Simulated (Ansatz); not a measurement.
Job for Ansatz (an electronic-structure program): R-B3LYP-D3(BJ)/def2-TZVP on HCl (SMILES Cl).

Ansatz 0.2 input:
```yaml
crystal:
  periodic: [false, false, false]
  atoms:
    - {symbol: Cl, position_ang: [0.00000000, 0.00000000, 0.64000000]}
    - {symbol: H, position_ang: [0.00000000, 0.00000000, -0.64000000]}
basis:
  gaussian:
    orbitals: def2-TZVP
hamiltonian:
  xc: b3lyp
  dispersion: d3bj
relax: {f_tol: 0.004, max_steps: 120}
scf: {lower_state_search: off}
```

Q: Predict the final total energy.

A: -460.8357 hartree.
